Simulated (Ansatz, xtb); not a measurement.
# C3H7AlOSi: which of two isomers lies lower

We compare I, `[AlH2][O][SiH2]C1C=C1`, a singlet, with II, `C#C[CH2][AlH][O][SiH3]`, a singlet. Both are isolated molecules in the gas phase, relaxed with r2SCAN-D4/def2-SVP, each in the lowest conformer that the search found.

Question: Which of the two would you expect CCSD(T)/def2-SVP + ΔMP2/def2-TZVPP electronic energies to favour?

Answer: Structure II; the calculation gives E(II) − E(I) = −0.925 eV.

Level by level:

| level | geometry | E(II) − E(I) (eV) | departure from the last row (eV) | job, with rough time for the two |
| --- | --- | --- | --- | --- |
| r2SCAN-D4/def2-SVP | r2SCAN-D4/def2-SVP | −0.689 | +0.236 | optimisation, 5.1 min |
| HF/def2-SVP | r2SCAN-D4/def2-SVP | −1.230 | −0.306 | part of the CCSD(T) run |
| MP2/def2-SVP | r2SCAN-D4/def2-SVP | −0.902 | +0.022 | part of the CCSD(T) run |
| CCSD(T)/def2-SVP | r2SCAN-D4/def2-SVP | −0.898 | +0.027 | single point |
| CCSD(T)/def2-SVP + ΔMP2/def2-TZVPP | r2SCAN-D4/def2-SVP | −0.925 |  | single point, 84 s |

As drawn, II has 1 C≡C, 1 C–Al, 1 Si–H in place of 1 C–Si, 1 C–C, 1 C=C, 1 Al–H. Structure I has a 3-membered ring, II no ring.

The levels shown agree on the order. The largest departure from CCSD(T)/def2-SVP + ΔMP2/def2-TZVPP is that of HF/def2-SVP, 0.306 eV. Levels run at GFN2-xTB geometries aren't shown. The last row adds to CCSD(T) the change of the MP2 difference between the two basis sets, here −0.027 eV.

With thermal terms from frequencies at re-optimised GFN2-xTB minima (ideal gas, soft modes damped towards free rotors, one conformer each, 298.15 K, 1 atm): the zero-point term adds −0.028 eV; ΔH is −0.914 and ΔG −1.035 eV.

The correlated steps freeze 14 core orbitals. Programs: Ansatz 0.2.0, xtb 6.7.1; the last row on 2 threads of Intel(R) Xeon(R) Processor @ 2.70GHz on a shared host.
